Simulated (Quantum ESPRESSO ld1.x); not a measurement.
Question: Ir3+, configuration [Kr] 4d10 4f14 5s1 5p6 5d6 6d1 (not the ground configuration). All-electron calculation, Dirac Kohn-Sham, LDA (Slater exchange, Perdew-Zunger correlation), spin-unpolarised, spherical densities, point nucleus; open shells fill j = l - 1/2 first. Program: ld1.x of Quantum ESPRESSO 7.5. Some entries of the table are withheld. Estimate them.

orbital,occ.,eigenvalue (eV),<r^2> (bohr^2),r(max) (bohr)
1s1/2,2,-76004.229,0.0004198,0.011
2s1/2,2,-13323.399,0.006365,0.062
2p1/2,2,-12767.566,0.004519,0.047
2p3/2,4,-11141.440,0.005712,0.053
3s1/2,2,-3149.140,0.04144,0.176
3p1/2,2,-2899.791,0.03787,(1)
3p3/2,4,-2543.810,0.04436,(2)
3d3/2,4,-2126.408,0.03415,0.140
3d5/2,6,-2049.425,0.03592,0.144
4s1/2,2,-705.589,0.2026,0.399
4p1/2,2,-600.435,0.2075,0.395
4p3/2,4,-515.979,0.2414,0.428
4d3/2,4,-343.346,0.2578,0.422
4d5/2,6,-327.661,0.2701,0.432
5s1/2,1,-139.825,1.049,0.887
4f5/2,6,-107.668,0.3408,0.392
5p1/2,2,-106.112,(3),0.938
4f7/2,8,-104.526,0.3506,0.395
5p3/2,4,-91.694,(4),1.02
5d3/2,4,-45.589,2.411,1.22
5d5/2,2,-43.933,2.544,1.25
6d3/2,1,-15.928,16.63,3.57
6d5/2,0,-15.675,17.17,3.63

Answer: 
(1) 3p1/2 r(max) (bohr): 0.164
(2) 3p3/2 r(max) (bohr): 0.179
(3) 5p1/2 <r^2> (bohr^2): 1.230
(4) 5p3/2 <r^2> (bohr^2): 1.452
